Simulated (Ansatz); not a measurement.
Frontier orbitals of `Cc1ccc(F)cc1`.

```xyz
15

C    -1.559    1.184   -1.077
C    -0.517    0.377   -0.363
C    -0.821   -0.310    0.809
C     0.142   -1.035    1.494
C     1.426   -1.070    0.990
F     2.364   -1.771    1.642
C     1.768   -0.408   -0.172
C     0.789    0.311   -0.839
H    -1.576    2.215   -0.712
H    -2.557    0.768   -0.925
H    -1.367    1.221   -2.151
H    -1.834   -0.280    1.197
H    -0.093   -1.572    2.405
H     2.785   -0.462   -0.542
H     1.049    0.832   -1.755
```

Charge 0, multiplicity 1. The geometry is a stationary point of PBE0-D4/def2-TZVP. Basis def2-TZVPP, Ansatz 0.2.0.

Orbital energies of one run (eV). Highest occupied ones, from the top: -8.10, -8.78, -11.17, -11.59, -11.79, -12.17, -13.27, -13.49, -13.67, -13.97, -14.84, -14.95, -15.62, -16.91. Empty: 0.60, 1.05, 2.15, 2.77, 3.02, 3.55.

(1) Which functional gave them?
A. CAM-B3LYP
B. r2SCANh
C. r2SCAN0
D. ωB97M-V

Results:

(1) A. HOMO energies: CAM-B3LYP -8.10, r2SCANh -6.41, ωB97M-V -8.95, r2SCAN0 -7.00 eV.
